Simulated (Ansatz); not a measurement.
Cd₆⁺. The state is a doublet with charge 1. Geometry PBE/def2-SVP, basis def2-TZVP, Ansatz.

```xyz
6

Cd    0.923    1.274   -0.400
Cd    1.621   -2.839    1.262
Cd   -1.613    2.823   -1.315
Cd   -0.926   -1.288    0.385
Cd   -3.429    0.332   -0.503
Cd    3.425   -0.303    0.570
```

```
run  HOMO (eV)  LUMO (eV)
  A      -7.69      -7.18
  B      -7.89      -7.72
  C      -7.97      -6.99
  D      -7.44      -7.18
  E      -7.91      -6.64
  F      -7.54      -7.32
```

In the def2 sets Cd takes a core potential; there is no spin–orbit coupling. B3LYP takes the VWN-RPA correlation. The structure comes from a short search, and lower isomers may exist.

HOMO and LUMO are taken over both spins.

Problem. The runs used B3LYP, LDA (SPW92), PBE, PBE0, r2SCAN, revPBE. Estimate which is which.

Solution. A r2SCAN (0 % exact exchange); B LDA (SPW92) (0 % exact exchange); C B3LYP (20 % exact exchange); D revPBE (0 % exact exchange); E PBE0 (25 % exact exchange); F PBE (0 % exact exchange). Exact exchange lowers occupied and raises empty levels; among semilocal functionals meta-GGAs tend to open the gap a little, and such runs are hard to tell apart. The gap grows from 0.17 eV (LDA (SPW92)) to 1.27 eV (PBE0).
